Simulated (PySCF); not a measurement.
Species: C2H9NSeSi.
Cartesian coordinates in Å at the PBE0-D3(BJ)/def2-SVP level; atoms count from 1:
```xyz
14
C2H9NSeSi angstrom
C     -2.2033   -0.2989    0.3459
C     -1.4915   -0.1259   -0.9791
Se     0.1969   -1.1262   -1.1166
Si     1.4577    0.2214    0.2266
N      3.0814    0.1999   -0.3259
H     -2.3971   -1.3606    0.5594
H     -1.6068    0.1041    1.1792
H     -3.1688    0.2337    0.3383
H     -1.2697    0.9308   -1.1900
H     -2.0983   -0.5068   -1.8140
H      1.5255   -0.2139    1.6545
H      0.7607    1.5502    0.1711
H      3.3531    0.3844   -1.2827
H      3.8621    0.0027    0.2851
```

Method: PBE0-D3(BJ)/def2-SVP geometry optimisation, gas phase in PySCF.

Masses are those of the commonest isotopes; rigid-rotor values at the optimised geometry. The values belong to one conformer with, in the numbering `[CH3:1][CH2:2][Se:3][SiH2:4][NH2:5]`, C1–C2–Se3–Si4 -75°, C2–Se3–Si4–N5 -148°, Se3–Si4–N5–H 52° and -128°.

Task: What are A, B and C (cm⁻¹)?

Result: Ia = 121.23, Ib = 342.82, Ic = 430.19 u·Å²; 505379 MHz·u·Å²/I gives 4169, 1474 and 1175 MHz, that is A = 0.13906, B = 0.04917, C = 0.03919 cm⁻¹.

Task: Classify the top.

Result: An asymmetric top: κ = (2 × 1474 − 4169 − 1175)/(4169 − 1175) = -0.80.

Task: Is it planar, by Δ = Ic − Ia − Ib?

Result: Not planar: Δ = Ic − Ia − Ib = -33.85 u·Å². For a rigid frame Δ = −2 Σ m c², so Σ m c² = 16.93 u·Å² lies off the ab plane: 9.28 from hydrogen and 7.65 from heavier atoms. The atom farthest from that plane is 1.59 Å away.

Task: Where do the levels up to J = 4 lie, in K?

Result: Above 0(0,0), as E/k:
J = 1: 1(0,1) 0.127, 1(1,1) 0.256, 1(1,0) 0.271
J = 2: 2(0,2) 0.380, 2(1,2) 0.496, 2(1,1) 0.539, 2(2,1) 0.927, 2(2,0) 0.929
J = 3: 3(0,3) 0.757, 3(1,3) 0.855, 3(1,2) 0.942, 3(2,2) 1.309, 3(2,1) 1.314, 3(3,1) 1.992, 3(3,0) 1.992
J = 4: 4(0,4) 1.255, 4(1,4) 1.333, 4(1,3) 1.476, 4(2,3) 1.816, 4(2,2) 1.833, 4(3,2) 2.503, 4(3,1) 2.503, 4(4,1) 3.456, 4(4,0) 3.456
Those of J = 1 are B + C, A + C and A + B.

Task: Which lines would a microwave search look for?

Result: The dipole components are |μa| = 0.80 D, |μb| = 0.63 D, |μc| = 0.62 D. Intensities carry the squares of the components, which stand as 1.00 : 0.62 : 0.61 (a : b : c). Some of the stronger lines:

```csv
type,branch,"J(Ka,Kc)",MHz,lower level (cm⁻¹)
b,Q,"1(1,0) ← 1(0,1)",2994,0.088
b,R,"4(1,3) ← 3(2,2)",3494,0.910
b,Q,"4(1,3) ← 4(0,4)",4620,0.872
b,Q,"5(2,3) ← 5(1,4)",7176,1.489
a,R,"3(2,1) ← 2(2,0)",8040,0.645
b,R,"4(0,4) ← 3(1,3)",8319,0.595
a,R,"4(3,2) ← 3(3,1)",10640,1.385
a,R,"4(3,1) ← 3(3,0)",10647,1.385
b,Q,"5(2,4) ← 5(1,5)",10858,1.340
c,R,"3(1,2) ← 2(0,2)",11698,0.264
a,R,"5(0,5) ← 4(0,4)",12812,0.872
a,R,"5(3,3) ← 4(3,2)",13314,1.739
c,Q,"3(3,1) ← 3(2,1)",14119,0.914
c,R,"3(3,0) ← 2(2,0)",22160,0.645
c,R,"3(3,1) ← 2(2,1)",22183,0.645
c,Q,"5(5,1) ← 5(4,1)",25550,2.846
b,R,"4(4,0) ← 3(3,1)",30510,1.385
b,R,"5(5,1) ← 4(4,0)",38847,2.402
b,R,"5(5,0) ← 4(4,1)",38847,2.402
```

Task: Estimate the classical rotational partition function at 10 K, 50 K and 298.15 K.

Result: Point group C1, symmetry number σ = 1; q = (√π/σ)·√((kT/h)³/(ABC)), k/h = 20836.6 MHz/K: 1980 at 10 K, 22200 at 50 K, 323000 at 298.15 K.

PBE0-D3(BJ)/def2-SVP frequencies: not computed here. Constants of a rigid frame at the computed geometry: no zero-point averaging, no centrifugal distortion. A rigid rotor knows nothing of internal rotation, which can split or shift real lines. Quadrupole hyperfine structure (14N) is left out.
